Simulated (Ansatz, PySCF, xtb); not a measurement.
Noncovalent pair: SiH4 (SMILES [SiH4]) (first 5 atoms) with HBr (SMILES Br); geometry from B3LYP-D3(BJ)/def2-TZVP, rigid monomers moved along the line of their centres of mass till H3···H7 is 2.41 Å.
(charge 0, multiplicity 1):
```xyz
7

Si     0.21561    -0.23728     0.01071
H      0.80359    -1.54371     0.37642
H     -0.99322    -0.00538     0.84145
H     -0.18082    -0.23856    -1.41454
H      1.18768     0.84669     0.26767
Br    -0.07293    -0.02323     4.49796
H     -0.73446     0.03613     3.23456
```

Interaction energies are E(AB) − E(A) − E(B) at the monomers' geometry in the complex; basis-set methods are counterpoise corrected. Rows marked so take none.

Correlated levels freeze the cores. Filled d and f shells under p-block atoms count as core. Rows in 3-21G, 6-31G*, STO-3G carry no dispersion term and start afresh at each structure (6-31G* with six Cartesian d functions); the Pople sets are all-electron and without relativity.

Run with Ansatz (a first-principles code); PySCF for 3-21G rows, 6-31G* rows, STO-3G rows, the dispersion terms; xtb for the GFN methods. Values without a source in brackets are computed.

```
level                            interaction energy (meV)
-------------------------------  ------------------------
GFN-FF                                              -22.6
HF/STO-3G (no counterpoise)                           9.7
BP86/6-31G* (no counterpoise)                         0.1
r2SCAN/def2-TZVPPD                                  -24.6
r2SCAN-D4/def2-TZVPPD                               -33.9
B3LYP/3-21G (no counterpoise)                       -31.0
M06-2X/6-31G* (no counterpoise)                     -31.3
SCS-MP2/def2-TZVPPD                                   ___
CCSD(T)/def2-SVPD                                     ___
```

Q: Some entries are withheld; supply them.

A: 
- SCS-MP2/def2-TZVPPD, interaction energy (meV): -23.7
- CCSD(T)/def2-SVPD, interaction energy (meV): -27.4
